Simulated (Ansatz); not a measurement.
Two structures of CH$_{5}$InS, closed shell, reached by relaxing down either side of one saddle point (PBE0-D4/def2-TZVP). Energies are electronic, without zero-point energy. Program: Ansatz 0.2.0. Basis: def2-TZVPP and def2-QZVPP. Cores are frozen in the correlated methods. Filled d shells of the heavier atoms are correlated. Core potentials replace the inner electrons of the atoms past krypton. The def2 sets are not built for correlating such inner shells, so the correlated values are less sure here. Extrapolation: Hartree–Fock as exp(−7.88 √X), correlation as X^−2.97. First:

```json
{"atom": "In1", "x (Å)": "-0.1758", "y (Å)": "0.3073", "z (Å)": "-0.6527"}
{"atom": "H2", "x (Å)": "-0.5057", "y (Å)": "1.5803", "z (Å)": "-1.7575"}
{"atom": "S3", "x (Å)": "-0.3265", "y (Å)": "-1.9065", "z (Å)": "-1.5668"}
{"atom": "H4", "x (Å)": "-0.6581", "y (Å)": "-1.4938", "z (Å)": "-2.8005"}
{"atom": "C5", "x (Å)": "0.3493", "y (Å)": "0.3659", "z (Å)": "1.4217"}
{"atom": "H6", "x (Å)": "-0.4659", "y (Å)": "0.8063", "z (Å)": "1.9985"}
{"atom": "H7", "x (Å)": "1.2387", "y (Å)": "0.9810", "z (Å)": "1.5669"}
{"atom": "H8", "x (Å)": "0.5440", "y (Å)": "-0.6406", "z (Å)": "1.7903"}
```

Second:

```
8
angstrom
In 0.0194 -1.2638 -0.0585
H -0.5598 1.4133 -2.0741
S -0.3005 -2.8686 -1.5070
H -0.6205 0.7431 -2.4012
C 0.3260 0.2921 1.3318
H -0.6103 0.8283 1.4859
H 1.0781 0.9789 0.9434
H 0.6676 -0.1233 2.2797
```

(1) Which bonds change from the first to the second?

(2) Give the saddle point's structure and its height above each. (An estimate is asked for; the value comes from the calculation.)

The T1 diagnostic stays at or below 0.018.

Answers

(1) CH₅InS ([CH3][InH][SH]) → CH₃InS ([CH3][In][S]) + H₂; bonds formed: H2–H4; bonds broken: In1–H2, S3–H4.

(2) Computed: 2.033 eV above the first and 1.384 eV above the second (CCSD(T) at an estimated basis limit (MP2 extrapolated from triple and quadruple zeta, plus CCSD(T) − MP2 in triple zeta)).
```
8
angstrom
In -0.0785 -0.5541 -0.3771
H -0.5042 0.6945 -1.9330
S -0.4795 -1.9857 -2.1284
H -0.5772 -0.2834 -2.3305
C 0.3564 0.4063 1.4625
H -0.5344 0.9361 1.7994
H 1.1646 1.1193 1.3017
H 0.6526 -0.3329 2.2053
```

Labels in which every atom is bracketed show which atoms are joined, not bond orders.

For scale, one of the runs: CCSD(T)/def2-TZVPP, 193 basis functions, launched by `ansatz run in.yaml --threads 4 --pin off --events-out ev --progress --plain --max-ram 9574MiB`. The run took 56 s on 4 CPU threads of an Intel Xeon (shared host), with 2.3 GiB of host memory at its peak.
